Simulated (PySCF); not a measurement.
# Ga⁺ (gallium, charge +1) across methods

[Ar] 3d9 4s2 4p1, one real determinant (an excited configuration). Calculation: PySCF 2.14, in x2c-TZVPPall; the spin-free X2C one-electron Hamiltonian (Gaussian nucleus).

```json
{"method": "r2SCAN", "E (hartree)": "-1942.802", "mean ε 4s α (eV)": "-20.006", "mean ε 4s β (eV)": "-18.851", "mean ε 4p α (eV)": "-12.140", "Σ⟨r²⟩ (bohr²)": "28.86", "⟨S²⟩": "2.006"}
{"method": "wB97X-V", "E (hartree)": "-1942.657", "mean ε 4s α (eV)": "-23.459", "mean ε 4s β (eV)": "-22.090", "mean ε 4p α (eV)": "-15.050", "Σ⟨r²⟩ (bohr²)": "29.03", "⟨S²⟩": "2.003"}
{"method": "LDA", "E (hartree)": "-1939.650", "mean ε 4s α (eV)": "-19.930", "mean ε 4s β (eV)": "-18.995", "mean ε 4p α (eV)": "-11.782", "Σ⟨r²⟩ (bohr²)": "28.86", "⟨S²⟩": "2.001"}
{"method": "wB97X", "E (hartree)": "-1942.886", "mean ε 4s α (eV)": "-23.529", "mean ε 4s β (eV)": "-22.297", "mean ε 4p α (eV)": "-15.023", "Σ⟨r²⟩ (bohr²)": "28.84", "⟨S²⟩": "2.003"}
{"method": "CAM-B3LYP", "E (hartree)": "-1942.959", "mean ε 4s α (eV)": "-22.536", "mean ε 4s β (eV)": "-21.222", "mean ε 4p α (eV)": "-14.130", "Σ⟨r²⟩ (bohr²)": "29.00", "⟨S²⟩": "2.003"}
{"method": "PBE0", "E (hartree)": "-1942.575", "mean ε 4s α (eV)": "-20.966", "mean ε 4s β (eV)": "-19.606", "mean ε 4p α (eV)": "-12.901", "Σ⟨r²⟩ (bohr²)": "28.98", "⟨S²⟩": "2.004"}
{"method": "PBEsol", "E (hartree)": "-1941.038", "mean ε 4s α (eV)": "-19.698", "mean ε 4s β (eV)": "-18.653", "mean ε 4p α (eV)": "-11.756", "Σ⟨r²⟩ (bohr²)": "28.91", "⟨S²⟩": "2.002"}
{"method": "UHF", "E (hartree)": "-1941.26015", "mean ε 4s α (eV)": "-24.063", "mean ε 4s β (eV)": "-21.442", "mean ε 4p α (eV)": "-15.611", "Σ⟨r²⟩ (bohr²)": "29.45", "⟨S²⟩": "2.011"}
{"method": "PBE", "E (hartree)": "-1942.548", "mean ε 4s α (eV)": "-19.668", "mean ε 4s β (eV)": "-18.646", "mean ε 4p α (eV)": "-11.798", "Σ⟨r²⟩ (bohr²)": "29.00", "⟨S²⟩": "2.003"}
```

⟨L²⟩ = 8.02 against 12 for a pure F term, so this real determinant mixes terms.
